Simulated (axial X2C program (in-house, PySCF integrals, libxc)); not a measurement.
Bond lengths and stretching modes, held linear, of ClTaCl⁺

Computed with an in-house all-electron X2C program for linear molecules (integrals from PySCF): two-component X2C with atomic mean-field Coulomb and Gaunt terms, Gaussian nuclei, basis Cl dyall-av3z, Ta dyall-v3z with contracted cores. Spin-free rows use the one-electron spin-free X2C Hamiltonian.

Masses Cl 34.969, Ta 180.948, Cl 34.969 u. States: 2c Ω = 1 (beyond evenly filled blocks: ω = -1/2, ω = 3/2); spin-free M_S = 1, Λ = 2 (beyond evenly filled blocks: σα, δ+α).

HF, 2c: energies above the lowest point

```json
{"r(Cl–Ta) (Å)": "2.1674", "r(Ta–Cl) (Å)": "2.1674", "E (meV)": "159.68"}
{"r(Cl–Ta) (Å)": "2.1674", "r(Ta–Cl) (Å)": "2.2230", "E (meV)": "75.44"}
{"r(Cl–Ta) (Å)": "2.1674", "r(Ta–Cl) (Å)": "2.2786", "E (meV)": "67.08"}
{"r(Cl–Ta) (Å)": "2.2230", "r(Ta–Cl) (Å)": "2.1674", "E (meV)": "75.44"}
{"r(Cl–Ta) (Å)": "2.2230", "r(Ta–Cl) (Å)": "2.2230", "E (meV)": "0.19"}
{"r(Cl–Ta) (Å)": "2.2230", "r(Ta–Cl) (Å)": "2.2786", "E (meV)": "0.00"}
{"r(Cl–Ta) (Å)": "2.2230", "r(Ta–Cl) (Å)": "2.3342", "E (meV)": "59.62"}
{"r(Cl–Ta) (Å)": "2.2786", "r(Ta–Cl) (Å)": "2.1674", "E (meV)": "67.08"}
{"r(Cl–Ta) (Å)": "2.2786", "r(Ta–Cl) (Å)": "2.2230", "E (meV)": "0.00"}
{"r(Cl–Ta) (Å)": "2.2786", "r(Ta–Cl) (Å)": "2.2786", "E (meV)": "7.23"}
{"r(Cl–Ta) (Å)": "2.3342", "r(Ta–Cl) (Å)": "2.2230", "E (meV)": "59.62"}
{"r(Cl–Ta) (Å)": "2.3342", "r(Ta–Cl) (Å)": "2.3342", "E (meV)": "146.02"}
```

Question: Fit a quadratic surface with cubic terms in each bond: where is the minimum, and what are the two stretching wavenumbers?

Answer: At HF, 2c: bonds 2.248 and 2.248 Å; harmonic stretches 435.1 and 459.0 cm⁻¹; force constants 3.52, 3.52 and coupling 0.38 mdyn/Å.

The other levels and Hamiltonians give:

```csv
Hamiltonian,level,r(Cl–Ta) (Å),r(Ta–Cl) (Å),lower stretch (cm⁻¹),upper stretch (cm⁻¹)
2c,PBE0,2.220,2.220,434.7,463.9
2c,LDA,2.204,2.204,433.0,465.9
2c,MP2,2.217,2.217,445.4,474.9
spin-free,PBE0,2.219,2.219,436.1,464.7
spin-free,HF,2.247,2.247,437.4,460.0
spin-free,LDA,2.203,2.203,434.3,466.7
spin-free,MP2,2.216,2.216,447.2,475.6
```

Each state is one determinant, the lowest of a limited PBE0 search; the stretches come from a fit to these few points and carry an uncertainty of a few per cent. Other orders of the atoms were not compared. MP2 freezes inner shells (threshold -2 hartree). The molecule was held linear; bending was not examined, so a bent shape may lie lower. Open-shell Ω = 0 determinants with evenly filled partner blocks cannot be reached by this program, so the Ω shown need not be the lowest component. Note: functional without a current term on a determinant with orbital currents, of the molecule or an atom. Note: several unpaired electrons, one determinant need not be a pure state.
